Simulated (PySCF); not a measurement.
Computed with PBE-D3(BJ)/def2-TZVP (PySCF). Isolated molecules, 0 K electronic values unless said otherwise. One relaxed conformer stands for a flexible species; it need not be the lowest. Excitations are Tamm–Dancoff values on a coarser integration grid. The basis has no diffuse functions, so Rydberg states are missing or too high.

Reference species (SMILES): `[H]/N=C1/NCO1` (neutral, multiplicity 1).

```
Item                      Value
----------------------  -------
S1–T1 gap (TDA)         0.81 eV
S1 excitation (TDA)     6.16 eV
S1 oscillator strength    0.003
```

After one change: the S1–T1 gap (TDA) decreases by 0.48 eV; the S1 excitation (TDA) rises by 0.07 eV; the S1 oscillator strength hardly moves.

### Question
What was changed between the two runs? The new species is one of these.
A) `N#COCN`
B) `[H]/N=C/O/C=N/[H]` (N–C–O–C torsion -32°, C–O–C–N torsion -32°)
C) `[H]/N=C\N=C\O` (N–C–N–C torsion 180°, N–C–O–H torsion 0°)
D) `[H]/N=C/NC=O` (N–C–N–C torsion 0°, C–N–C–O torsion 0°)

### Answer
A, `N#COCN`
